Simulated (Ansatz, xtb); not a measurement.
Bond stretch in GeBe, lowest singlet found (which spin is the ground state isn't settled by this scan).

Computed with: RHF/aug-cc-pVDZ (Ansatz, a quantum-chemistry and plane-wave program); GFN1-xTB (xtb); FCI = full CI/aug-cc-pVDZ, cores with 3d frozen (Ansatz).

Total energies in hartree (comparable only within one method and basis):

```json
[
 {"R / Å": "1.55", "RHF": "-2089.67673", "GFN1-xTB": "-2.02307", "FCI": "-2089.82173"},
 {"R / Å": "1.69", "RHF": "-2089.75589", "GFN1-xTB": "-2.19265", "FCI": "-2089.90129"},
 {"R / Å": "1.80", "RHF": "-2089.79314", "GFN1-xTB": "-2.25409", "FCI": "-2089.93953"},
 {"R / Å": "1.88", "RHF": "-2089.81047", "GFN1-xTB": "-2.27689", "FCI": "-2089.95779"},
 {"R / Å": "1.96", "RHF": "-2089.82172", "GFN1-xTB": "-2.28847", "FCI": "-2089.97002"},
 {"R / Å": "2.06", "RHF": "-2089.82950", "GFN1-xTB": "-2.29321", "FCI": "-2089.97895"},
 {"R / Å": "2.10", "RHF": "-2089.83115", "GFN1-xTB": "-2.29315", "FCI": "-2089.98099"},
 {"R / Å": "2.20", "RHF": "-2089.83265", "GFN1-xTB": "-2.29003", "FCI": "-2089.98321"},
 {"R / Å": "2.27", "RHF": "-2089.83214", "GFN1-xTB": "-2.28624", "FCI": "-2089.98290"},
 {"R / Å": "2.33", "RHF": "-2089.83104", "GFN1-xTB": "-2.28240", "FCI": "-2089.98175"},
 {"R / Å": "2.46", "RHF": "-2089.82753", "GFN1-xTB": "-2.27323", "FCI": "-2089.97735"},
 {"R / Å": "2.55", "RHF": "-2089.82477", "GFN1-xTB": "-2.26686", "FCI": "-2089.97338"}
]
```

The scan ran from 1.55 to 7.36 Å; beyond the distances shown full CI changes its symmetry label. The restricted form behind RHF keeps the bonding electrons paired and can't separate into open-shell fragments. Also computed but left out beside FCI, since their determinant holds another spin at the minimum (<S²> over 0.7 above the pure value): UHF, UMP2, UCCSD, UCCSD(T), UKS-PBE0, UKS-BLYP, UKS-PBE, UKS-B3LYP/6-31G*, UHF/6-31G*, UHF/3-21G, UKS-LDA (SVWN5)/6-31G*.
